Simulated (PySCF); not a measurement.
# Working out the excitation energy of Sr

Sr [Kr] 5s2 (1S) → Sr [Kr] 4d2 (3F). All numbers are calculated (PySCF 2.14, a scalar-relativistic core potential, in def2-TZVPPD with the def2 core potential (28 electrons)). Frozen: nothing. Energies in hartree (1 hartree = 27.21139 eV):

```tsv
part	Sr (lower)	Sr (upper)
UHF	-30.347123	-30.184505
CCSD correlation	-0.222015	-0.191377
(T)	-0.006480	-0.004318
```

Task: What does Hartree-Fock give?

Result: (-30.184505) − (-30.347123) = 0.162618 hartree = 4.425 eV.

Task: What do CCSD and CCSD(T) give?

Result: The CCSD correlation energies differ by 0.030638 hartree = 0.834 eV and the triples by 0.002162 hartree = 0.059 eV, so CCSD gives 5.259 eV and CCSD(T) 5.318 eV.
